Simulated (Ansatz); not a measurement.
F₄Te, triplet, at a GFN2-xTB geometry (a higher spin typed on purpose: for a closed-shell molecule this is an excited state) (core potentials on Te); PBE0/def2-QZVP (Ansatz, an electronic-structure program).

Ansatz was given this input:
Ansatz 0.2 input:
```yaml
crystal:
  periodic: [false, false, false]
  atoms:
    - {symbol: Te, position_ang: [-0.01212984, 0.00717280, 0.04829380]}
    - {symbol: F, position_ang: [-0.14724257, 1.81387706, 1.04877868]}
    - {symbol: F, position_ang: [0.21441232, -1.52023906, -1.22691457]}
    - {symbol: F, position_ang: [-0.48009114, -1.44291290, 1.44888990]}
    - {symbol: F, position_ang: [0.48300493, 1.10783207, -1.54978487]}
basis:
  gaussian:
    orbitals: def2-QZVP.json
hamiltonian:
  xc: pbe0
magnetization: {spin_polarized: true, initial_magnetization: 2}
```
The basis file holds def2-QZVP in the JSON format of the Basis Set Exchange.

Task: Write the output that Ansatz gives for this input, abridged.

Result: 
```
Functional definition: PBE0
1220 factors; their error is unknown
mean field evaluation 1: about -18147.0180 eV, gradient 4.7e1 eV
mean field evaluation 2: about -18124.9609 eV, gradient 9.8e1 eV
mean field evaluation 4: about -18154.1303 eV, gradient 2.5e0 eV
mean field evaluation 8: about -18154.1840 eV, gradient 6.1e-1 eV
mean field evaluation 16: about -18154.1843 eV, gradient 4.3e-4 eV
mean field -18154.18428118 eV, -667.1539669853 hartree, gradient 3.5e-5 eV, S^2 2.014066; 0 other end points of the search recorded, 0 dependent functions left out
reference -18154.18430626 eV, -667.1539679070 hartree; 31, 29 occupied and 279, 281 virtual orbitals, 1220 factors
Total energy: -18154.18430626 eV, -667.1539679070 hartree
```
